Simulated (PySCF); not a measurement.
**Dipole response of Cl⁺ (chlorine, charge +1)**

[Ne] 3s2 3p4, high-spin 3P determinant. All numbers are calculated (PySCF 2.14, no relativity, point nucleus, in aug-cc-pwCVQZ (10s9p7d5f3g, 134 functions)). Coupled (time-dependent) response in atomic units; α is the mean over directions.

| method | mean α (bohr³) | α xx, yy, zz | C₆ (like pair) | S(−4) |
| --- | --- | --- | --- | --- |
| UHF | 8.568 | 8.473, 8.758, 8.473 | 40.40 | 17.65 |
| PBE | 8.838 | 8.665, 9.183, 8.665 | 41.92 | 19.35 |

S(−4) is the Cauchy moment in α(ω) = α(0) + S(−4) ω² + …

α(iu) at UHF:

```json
{"u (hartree)": "0", "α(iu) (bohr³)": "8.568"}
{"u (hartree)": "0.0500", "α(iu) (bohr³)": "8.524"}
{"u (hartree)": "0.100", "α(iu) (bohr³)": "8.395"}
{"u (hartree)": "0.200", "α(iu) (bohr³)": "7.923"}
{"u (hartree)": "0.300", "α(iu) (bohr³)": "7.256"}
{"u (hartree)": "0.500", "α(iu) (bohr³)": "5.758"}
{"u (hartree)": "0.750", "α(iu) (bohr³)": "4.155"}
{"u (hartree)": "1.00", "α(iu) (bohr³)": "3.022"}
{"u (hartree)": "1.50", "α(iu) (bohr³)": "1.738"}
{"u (hartree)": "2.00", "α(iu) (bohr³)": "1.115"}
{"u (hartree)": "3.00", "α(iu) (bohr³)": "0.5774"}
{"u (hartree)": "5.00", "α(iu) (bohr³)": "0.2515"}
```

A single London oscillator, α(iu) = α/(1 + u²/ω²), gives C₆ = (3/4) ω α². Matching the computed C₆ needs ω = 4 × 40.40 / (3 × 8.568²) = 0.734 hartree.

For an ion, C₆ is the dispersion term alone; charge-induced terms of lower order in 1/R come first.

The components differ because the open shell of this determinant is not spherical; for a pure term their mean is the scalar polarisability.
